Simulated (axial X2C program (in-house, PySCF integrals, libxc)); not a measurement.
A run on RuSb without results

A two-component calculation with an axial X2C code built on PySCF integrals.

Input and command:
```json
{"zs": [51, 44], "q": 0, "bas": ["dyall-cv3z", "dyall-cv3z"], "r0": 2.65, "levels": ["PBE0", "HF", "r2SCAN", "TPSSh", "LDA"], "nst": 3}
```
```bash
python soeom.py task.json out
```

Keys: zs atomic numbers; q charge; bas basis sets; r0 starting distance in Å; levels methods; nst determinants followed.

Outcome:

The PBE0 distance search ended without bracketing a minimum (an unconverged step or the end of its range); this says nothing on whether the molecule is bound.
